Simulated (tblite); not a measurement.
Compound: C₂H₅O₄S (doublet state).
Numbering: `[CH3:1][S:2](=[O:3])(=[O:4])[O:5][CH2:6][O:7]` (hydrogens: H8, H9, H10 on C1; H11, H12 on C6)

A start from a force field or distance geometry was refined with GFN2-xTB geometry optimisation, gas phase in tblite. Values at the start:

| coordinate | start |
| --- | --- |
| C1–S2 | 1.782 Å |
| C1–H8 | 1.101 Å |
| S2=O3 | 1.503 Å |
| S2=O4 | 1.494 Å |
| S2–O5 | 1.674 Å |
| O5–C6 | 1.378 Å |
| C6–O7 | 1.409 Å |
| C6–H11 | 1.097 Å |
| C6–H12 | 1.113 Å |
| C1–S2–O3 | 106.6° |
| C1–S2–O4 | 106.5° |
| C1–S2–O5 | 107.0° |
| S2–O5–C6 | 114.4° |
| O3–S2–O4 | 110.5° |
| O3–S2–O5 | 111.4° |
| O4–S2–O5 | 114.3° |
| O5–C6–O7 | 105.7° |

Q: How do these coordinates change at the GFN2-xTB level?

A: 
```tsv
coordinate	GFN2-xTB (Å or °)	change
C6–O7	1.270	-0.139
S2=O4	1.420	-0.074
S2–O5	1.610	-0.064
S2=O3	1.445	-0.058
C6–H11	1.150	+0.053
O5–C6	1.427	+0.049
C1–H8	1.081	-0.020
C1–S2	1.791	+0.009
C6–H12	1.113	0.000
O5–C6–O7	116.9	+11.2
O3–S2–O4	118.0	+7.5
O3–S2–O5	105.0	-6.4
O4–S2–O5	108.7	-5.6
S2–O5–C6	110.1	-4.3
C1–S2–O4	110.7	+4.2
C1–S2–O5	103.3	-3.7
C1–S2–O3	109.9	+3.3
```

The energy falls by 1.236 eV over 123 L-BFGS steps, the largest force on an atom goes from 4.83 to 0.007 eV/Å, and the atoms move by 0.809 Å rms after alignment. The bond that changes most is C6–O7 (ends: carbon bonded to 2 O and 2 H; oxygen bonded to C), which shortens by 0.139 Å. Bonds longer at the end by more than 0.005 Å: 3 of 11; shorter: 7. Among the dihedrals that turn most is S2–O5–C6–H11, from -60° to 38°. Rotational constants go from 4360, 1396, 1354 to 4100, 1880, 1731 MHz.

Hardware: one thread, Arm Neoverse V1 (aarch64), on a shared host. Cost: 0.64 s of wall time.

Its GFN2-xTB frequencies are all real (lowest 114 cm⁻¹). 3 starts were optimised and ended at 0.00, 0.00 and 0.83 kcal/mol (GFN2-xTB); the lowest of these is shown.

One conformer stands for the species.

All values are computed, not measured.
